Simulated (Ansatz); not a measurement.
`[Cl][Ga]([Cl])[SeH]` + H₂Se → `[SeH][SeH]` + `[Cl][GaH][Cl]` at 500 K and 1 bar (ligand exchange at the Se–Ga bond).

Calculated with Ansatz (gas phase, PBE0-D4/def2-TZVP geometries, no zero-point term in ΔE). CCSD(T)/CBS adds triple-zeta CCSD(T) − MP2 to the extrapolated MP2 energy (def2 sets, frozen cores). For Ga, Se outer-core shells are correlated without core-valence functions, which leaves a few kJ/mol of doubt a bond. Scalar relativity is left out up to krypton. Each species was taken in one conformer, which may not be the lowest.

```tsv
species	CCSD(T)/CBS energy (Eh)	H − E (kJ/mol)	S (J/(mol·K))
`[Cl][Ga]([Cl])[SeH]`	-5244.95427	67.2	411.0
H₂Se	-2401.89790	53.1	237.8
`[SeH][SeH]`	-4802.61264	65.8	307.6
`[Cl][GaH][Cl]`	-2844.19972	52.5	334.9
```

H − E and S are ideal-gas, rigid-rotor, harmonic terms from PBE0-D4/def2-TZVP, for one conformer and one mirror image of each species. 1 Eh = 2625.50 kJ/mol, R = 8.31446 J/(mol·K).

By hand: ΔE, ΔH, ΔS and ΔG.

ΔE = (-4802.61264) + (-2844.19972) − (-5244.95427) − (-2401.89790) = 0.03981 Eh = 104.5 kJ/mol. Δ(H − E) = 65.8 + 52.5 − 67.2 − 53.1 = -2.0, so ΔH = 102.5 kJ/mol. ΔS = 307.6 + 334.9 − 411.0 − 237.8 = -6.3 J/(mol·K). ΔG = 102.5 − 500 × (-6.3)/1000 = 105.7 kJ/mol.

By hand: the equilibrium constant, and the temperature at which ΔG would vanish if ΔH and ΔS stayed fixed.

log₁₀ K = −ΔG/(RT ln 10) = -11.0. ΔH and −TΔS have one sign here, so there is no such temperature.

The number of gas molecules stays the same, so ΔS is small and ΔH decides. A doubt of 5 kJ/mol in ΔE shifts log₁₀ K by 0.5 here. Other conformers and mirror images would add mixing entropy, several J/(mol·K) or more a flexible species. These are equilibria of isolated gas molecules and say nothing of rates. Largest T1 diagnostic: 0.011 (customary marks: 0.02 for closed shells, 0.045 for open ones).

ΔS is within the doubt of such terms, so its sign, and with it that verdict, could turn.
